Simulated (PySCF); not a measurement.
B(F)2(vinyl) (C2H3BF2), SMILES C=CB(F)F. Coordinates come from a B3LYP-D3(BJ)/def2-SVP optimisation. The values are those of a single conformer.

Task: Give the equilibrium geometry at B3LYP-D3(BJ)/def2-SVP (PySCF confirms it by a frequency run) as a Z-matrix, and its point group. (The exact figures need the calculation; the answer reports its results.)

Result: Several could match; the one computed here: point group Cs.
```
C
C 1 1.3426
H 2 1.0952 1 122.46
H 2 1.0953 3 116.43 1 180.00
H 1 1.0961 2 119.04 3 0.00
B 1 1.5488 5 119.21 2 180.00
F 6 1.3252 1 121.74 5 0.00
F 6 1.3266 7 116.59 1 180.00
```
Charge 0, spin multiplicity 1.
